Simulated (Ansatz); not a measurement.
Abstraction of Br: CH2Br2 + GeH(CH3)2 → CH2Br + GeH(CH3)2Br

Species: CH2Br2 (dibromomethane) `BrCBr`, singlet; GeH(CH3)2, doublet; CH2Br `[CH2]Br`, doublet; GeH(CH3)2Br, singlet. A radical takes Br: the energy is the difference in strength between the C–Br bond broken and the Ge–Br bond made.

Shapes, held fixed at every level: PBE0-D4/def2-TZVP. Programs: Ansatz 0.2.0. Electronic energies: no zero-point or thermal term.

Question: Estimate ΔE of this reaction.

Answer: The highest level, CCSD(T)/def2-TZVPP, gives ΔE = -98.7 kJ/mol; the levels span -106.0 to -85.9. The column of differences is taken from that level and isn't an error. No measured value is set beside it here. Open shells run unrestricted unless RO is named. Relativity is left out for Br, Ge unless named. Correlated rows may include outer-core shells of Br, Ge, which these sets cover unevenly. Times are processor times on shared x86 and Arm servers, and rough.

```tsv
level	kind	ΔE (kJ/mol)	less CCSD(T)/def2-TZVPP	CPU time (sum over the molecules)
PBE-D4/def2-TZVPP	GGA	-85.9	+12.8	27 s
r2SCAN-D4/def2-TZVPP	meta-GGA	-106.0	-7.3	54 s
wB97X-V/def2-TZVPP	range-separated hybrid	-102.4	-3.7	89 s
B2PLYP/def2-TZVPP	double hybrid	-97.5	+1.2	57 s
MP2/def2-TZVPP	perturbation theory	-91.0	+7.7	–
CCSD/def2-TZVPP	coupled cluster or CI	-103.1	-4.4	–
CCSD(T)/def2-TZVPP	coupled cluster or CI	-98.7	0.0	14 min
```
